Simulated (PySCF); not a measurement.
O₂, charge +1, doublet, geometry from GFN2-xTB (a state made from the parent by changing its charge; the spin is typed, not shown lowest). Base run: PySCF with PBE0/def2-SV(P).

The PySCF input:
```python
from pyscf import gto, scf, dft

mol = gto.Mole()
mol.atom = '''
    O    -0.00000000   -0.00000000   -0.54957278
    O     0.00000000    0.00000000    0.54957278
'''
mol.basis = 'def2-sv(p)'
mol.charge = 1
mol.spin = 1
mol.verbose = 4
mol.build()

mf = dft.UKS(mol)
mf.xc = 'pbe0'
mf.kernel()
```

Each row names what was changed in the base input (with any setting that the change needs).

| change | E (Eh) | HOMO (eV) | <S^2> |
|---|---|---|---|
| base | -149.59374 | -20.49 | 0.752 |
| functional = lc_wpbe | -149.66302 | -23.29 | 0.751 |
| functional = x3lyp | -149.69560 | -20.26 | 0.752 |
| functional = tpssh | -149.75212 | -19.32 | 0.752 |
| functional = b97m_v | -149.69021 | -18.90 | 0.752 |
| functional = b97-1 | -149.70654 | -20.04 | 0.752 |
| functional = wb97x_v | -149.70082 | -22.95 | 0.752 |
| functional = bhandhlyp | -149.66205 | -22.95 | 0.754 |
| functional = pw6b95 | -149.90685 | -20.72 | 0.752 |
| functional = pw91,pw91 | -149.71821 | -18.13 | 0.751 |
| functional = b3lyp5 | -149.68657 | -20.05 | 0.752 |
| functional = m062x | -149.68343 | -22.55 | 0.753 |
| functional = hf | -149.03773 | -27.05 | 0.761 |

Total energies compare only within one method and basis.

Open shells are given as the SCF converged; they aren't shown to be the lowest states, and a large step between rows can be another state.
